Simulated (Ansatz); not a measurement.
Born–Oppenheimer molecular dynamics of GaH₄N (6 atoms, charge 0, multiplicity 1). It starts from a relaxed structure.

Level of theory: Ansatz 0.2.0, RKS PBE0-D4/def2-SVP.

| Property | Result |
| --- | --- |
| ensemble | NVE (velocity Verlet) |
| time step | 1 fs |
| steps asked | 166 |
| starting velocities drawn for | 500 K |
| seed | 28865 |

First frame:

```xyz
6
Properties=species:S:1:pos:R:3
Ga 0.015 0.001 -0.010
H 0.052 -0.551 1.452
N 1.584 0.000 -0.915
H 2.462 -0.332 -0.533
H 1.694 0.331 -1.865
H -1.234 0.552 -0.769
```

(1) How far do the bonds stretch over the last three quarters of this one trajectory? (Pairs bonded in most of those frames.)

Answers

(1) 
```
  bond  mean (Å)  spread (Å)  shortest  longest
Ga1–H2     1.569       0.029      1.52     1.61
Ga1–N3     1.815       0.015      1.79     1.84
Ga1–H6     1.567       0.016      1.54     1.59
 N3–H4     1.016       0.026      0.95     1.07
 N3–H5     1.020       0.044      0.95     1.09
```

Mean temperature of the second half: 256 K. The conserved energy stayed within 2.8 meV per atom of its start (net change 2 meV per atom), so the integration is sound. Over the second half the temperature averaged 0.51 of the 500 K drawn at the start: a run that starts near a minimum puts about half its kinetic energy into the potential. A run of 0.17 ps of so small a system gives no equilibrium averages.

Time of the run: 4.1 min on 1 thread of Arm Neoverse V2 (shared host), peak memory 0.12 GiB.
